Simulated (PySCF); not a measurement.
**Vertical excitation energies**

Compound: [Ti(CH3)Br3], CH3Br3Ti (singlet state).
Structure used (PBE0-D3(BJ)/def2-SVP), in Å, numbered top down from 1:
```xyz
8
CH3Br3Ti angstrom
C      1.0585    0.0802   -0.3097
Ti    -0.8656   -0.0670    0.2520
Br    -1.9086    1.6910   -0.8401
Br    -0.9164    0.1650    2.5622
Br    -1.5139   -2.1728   -0.4705
H      1.6179   -0.7385    0.1719
H      1.0996   -0.0104   -1.4078
H      1.4376    1.0620    0.0174
```

Theory: TDDFT wB97X-D/def2-SVPD, vertical, gas phase, core orbitals frozen in the response in PySCF. Note that the optimisation stopped short of convergence; the values belong to its last geometry. Relativistic effects, spin–orbit coupling among them, are left out although an element past zinc is present.

| state | E (eV) | λ (nm) | ν̃ (cm⁻¹) | f | main configurations (H = HOMO, L = LUMO) |
| --- | --- | --- | --- | --- | --- |
| S1 | 3.42 | 362.3 | 27610 | 0.0001 | H-3→L (63%), H-4→L (19%) |
| S2 | 3.44 | 360.8 | 27710 | 0.0002 | H-3→L+1 (62%), H-4→L+1 (19%) |
| S3 | 4.06 | 305.3 | 32760 | 0.0044 | H→L (84%) |
| S4 | 4.09 | 303.1 | 32990 | 0.0047 | H→L+1 (81%) |
| S5 | 4.13 | 300.4 | 33290 | 0.0021 | H-3→L+2 (60%), H-4→L+2 (16%), H-3→L+1 (8%) |
| S6 | 4.16 | 298.1 | 33550 | 0.0029 | H-3→L+3 (62%), H-4→L+3 (16%) |

The lowest singlet lies at 3.42 eV (362 nm, ultraviolet) and is dark (f under 0.0005); its leading configuration is HOMO-3→LUMO (63%). The largest oscillator strength of a single state is 0.0047. For S1 the Löwdin share of titanium is 23% in HOMO-3 and 79% in LUMO. The listed states span 0.74 eV, and the widest gap between neighbours is 0.63 eV (S2 to S3). Weighted by f, the mean energy of these states is 4.09 eV. The oscillator strengths of these states sum to 0.014; summed over the whole spectrum of an exact calculation they would give the number of electrons, 136 (Thomas–Reiche–Kuhn). No computed singlet lies in the visible range (380 to 750 nm); the lowest, at 362 nm, stands 0.16 eV above its violet end (3.26 eV). Singlets were solved by full linear response.

Rough CPU time on one thread of a shared machine: about 2.1 min.
